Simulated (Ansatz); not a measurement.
A structure relaxed at r2SCAN-D4/def2-SVP in Ansatz, charge 0, singlet:

```xyz
43

Si    0.0151   -0.2613   -0.6188
C    -0.5884   -1.8551   -1.4070
C     0.4429   -2.5667   -2.2914
H    -1.5166   -1.6613   -1.9776
H    -0.8828   -2.5151   -0.5693
H     0.0826   -3.5525   -2.6284
H     0.6778   -1.9813   -3.1955
H     1.3870   -2.7216   -1.7446
C     0.4003    1.0975   -1.8693
C     1.7387    0.9574   -2.6034
H     0.3712    2.0554   -1.3168
H    -0.4311    1.1561   -2.5970
H     1.9370    1.8188   -3.2624
H     2.5772    0.8774   -1.8930
H     1.7698    0.0523   -3.2311
O     1.4002   -0.6989    0.1897
C     2.0737   -0.1442    1.3272
C     1.3969   -0.6836    2.5886
C     3.5174   -0.6308    1.2323
C     2.0158    1.3850    1.2984
H     1.9072   -0.3250    3.4971
H     0.3463   -0.3576    2.6155
H     1.4202   -1.7846    2.5849
H     3.5423   -1.7310    1.2068
H     4.1099   -0.2837    2.0933
H     3.9859   -0.2565    0.3085
H     0.9714    1.7310    1.3502
H     2.4746    1.7741    0.3752
H     2.5619    1.8098    2.1556
O    -1.0517    0.3201    0.5328
C    -2.4554    0.5837    0.5664
C    -3.1972   -0.7241    0.8557
C    -2.6646    1.5801    1.7067
C    -2.9237    1.1887   -0.7601
H    -4.2782   -0.5475    0.9747
H    -3.0562   -1.4449    0.0347
H    -2.8121   -1.1777    1.7829
H    -2.2945    1.1532    2.6522
H    -3.7304    1.8302    1.8265
H    -2.1048    2.5075    1.5063
H    -2.7725    0.4807   -1.5925
H    -2.3662    2.1124   -0.9830
H    -3.9969    1.4335   -0.7211
```

**Question.** Give its formula, name or SMILES.

**Answer.** SiEt2(OtBu)2 (C₁₂H₂₈O₂Si).

**Question.** Summarise the bond lengths by kind (pairs closer than 1.2 times the sum of covalent radii, bridged metal pairs left out).

**Answer.** 8 × C–C 1.53 Å; 2 × C–Si 1.88 to 1.89 Å; 2 × O–Si 1.66 to 1.67 Å; 2 × C–O 1.43 Å; 28 × C–H 1.10 to 1.11 Å.
